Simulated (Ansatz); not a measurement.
`NB(Cl)O[SiH3]` and `NBO[SiH3]` differ in one atom or group.

Ansatz, PBE0-D4/def2-TZVP geometries, multiplicity 1. Each molecule was computed in one conformer, which needn't be the lowest.

```
                                          property  `NB(Cl)O[SiH3]`
  size of the dipole moment (B3LYP/def2-TZVPP) / D             2.87
              HOMO–LUMO gap (PBE0/def2-TZVPP) / eV             8.22
                 HOMO energy (PBE/def2-TZVPP) / eV            -6.76
size of the dipole moment (ωB97M-V/def2-TZVPP) / D             2.85
    zero-point energy (PBE0-D4/def2-TZVP) / kJ/mol            165.1
               HOMO–LUMO gap (PBE/def2-TZVPP) / eV             5.93
```

Problem. Give the same properties after the change, and the shifts. (Estimate.)

Solution. Computed: 
| property | `NBO[SiH3]` | shift |
| --- | --- | --- |
| size of the dipole moment (B3LYP/def2-TZVPP) / D | 1.32 | -1.55 |
| HOMO–LUMO gap (PBE0/def2-TZVPP) / eV | 8.42 | 0.20 |
| HOMO energy (PBE/def2-TZVPP) / eV | -6.55 | 0.21 |
| size of the dipole moment (ωB97M-V/def2-TZVPP) / D | 1.34 | -1.51 |
| zero-point energy (PBE0-D4/def2-TZVP) / kJ/mol | 184.4 | 19.3 |
| HOMO–LUMO gap (PBE/def2-TZVPP) / eV | 6.16 | 0.23 |

With PBE0 the HOMO rises by 0.25 eV and the LUMO rises by 0.45 eV, so the gap widens by about 0.20 eV. PBE moves the HOMO by 0.21 eV and ωB97M-V by 0.22 eV. Dipoles are sizes alone; their direction can turn.

B3LYP here is the variant with VWN-RPA as its local correlation; programs differ in this.
